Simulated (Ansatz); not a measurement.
Ansatz (a first-principles code) input (r2SCAN0/def2-TZVPD):

Ansatz 0.2 input:
```yaml
crystal:
  periodic: [false, false, false]
  atoms:
    - {symbol: Hf, position_ang: [0.00000000, 0.00000000, 0.00000000]}
    - {symbol: Br, position_ang: [0.00000000, 0.00000000, 2.52729591]}
    - {symbol: Br, position_ang: [-0.00000000, -0.00000000, -2.52729591]}
basis:
  gaussian:
    orbitals: def2-TZVPD
hamiltonian:
  xc: {name: r2SCAN0}
magnetization: {spin_polarized: true, initial_magnetization: 2}
output: {forces: true}
```

Output:

```
Functional definition: r2SCAN0
integrals: 0.14 GiB planned
1104 factors; integrals over basis functions are off by at most 9.7e-4 eV
mean field: 1.50 GiB planned
mean field evaluation 1: about -141399.3088 eV, gradient 1.0e1 eV
mean field evaluation 2: about -141399.1215 eV, gradient 1.4e1 eV
mean field evaluation 4: about -141400.1075 eV, gradient 7.1e-1 eV
mean field evaluation 8: about -141400.1529 eV, gradient 6.2e-2 eV
mean field evaluation 16: about -141400.1530 eV, gradient 1.4e-4 eV
mean field -141400.15300085 eV, -5196.3597783150 hartree, gradient 8.5e-6 eV, S^2 2.006433; 2 other end points of the search recorded, 0 dependent functions left out
the calculation of the forces begins
reference -141400.15301909 eV, -5196.3597789853 hartree; 42, 40 occupied and 115, 117 virtual orbitals, 1104 factors
Total energy: -141400.15301909 eV, -5196.3597789853 hartree
Atom 0 at     0.000000     0.000000     0.000000 Å, force    -0.000000    -0.000000    -0.000000 eV/Å
Atom 1 at     0.000000     0.000000     2.527296 Å, force    -0.000000     0.000000    -0.243762 eV/Å
Atom 2 at    -0.000000    -0.000000    -2.527296 Å, force     0.000000     0.000000     0.243762 eV/Å
Dipole moment:    -0.000000    -0.000000    -0.000000 e Å
```

This is an excited triplet: at this geometry the singlet lies 0.40 eV lower at RI-MP2/CBS(def2-TZVPPD,def2-QZVPPD)+[CCSD(T)-MP2]/def2-TZVPPD.
